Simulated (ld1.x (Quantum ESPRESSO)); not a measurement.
# An all-electron radial function and its pseudo partner (F (Z = 9))

Columns: radius, all-electron u(r) and pseudo u(r) of the 2s shell (level -38.06 eV) of fluorine in the configuration [He] 2s2 2p4.5; Wu–Cohen, scalar-relativistic, TM scheme, ld1.x (Quantum ESPRESSO) 7.5.

| r (bohr) | all-electron | pseudo |
| --- | --- | --- |
| 0.068 | 0.4404 | -0.1263 |
| 0.135 | 0.3982 | -0.2311 |
| 0.202 | 0.1706 | -0.3084 |
| 0.270 | -0.1099 | -0.3753 |
| 0.338 | -0.3749 | -0.4673 |
| 0.405 | -0.5945 | -0.6069 |
| 0.473 | -0.7678 | -0.7678 |
| 0.540 | -0.8910 | -0.8910 |
| 0.608 | -0.9731 | -0.9731 |
| 0.675 | -1.0187 | -1.0187 |
| 0.742 | -1.0361 | -1.0361 |
| 0.810 | -1.0314 | -1.0314 |
| 0.878 | -1.0097 | -1.0097 |
| 0.945 | -0.9765 | -0.9765 |
| 1.013 | -0.9343 | -0.9343 |
| 1.080 | -0.8873 | -0.8873 |
| 1.148 | -0.8363 | -0.8363 |
| 1.215 | -0.7847 | -0.7847 |
| 1.283 | -0.7320 | -0.7320 |
| 1.350 | -0.6809 | -0.6809 |
| 1.418 | -0.6305 | -0.6305 |
| 1.485 | -0.5827 | -0.5827 |
| 1.553 | -0.5365 | -0.5365 |
| 1.620 | -0.4934 | -0.4934 |
| 1.688 | -0.4522 | -0.4522 |
| 1.755 | -0.4143 | -0.4143 |

Task: How many radial nodes do the two functions have?

Result: The all-electron 2s function has n − l − 1 = 1; the pseudo-wave has 0, since the states of the same l below it are removed with the core.

Task: At about which radius was the pseudo-wave matched?

Result: 0.50 bohr, where the columns begin to agree (steps of 0.07 bohr).

Task: Where does each function peak?

Result: Outermost all-electron maximum near 0.74 bohr, pseudo maximum near 0.74 bohr (to the table’s step).

Task: Is the pseudo-wave norm-conserving?

Result: Yes: the TM scheme keeps the norm inside the radius equal to the all-electron one, which fixes the energy derivative of the logarithmic derivative at the level.
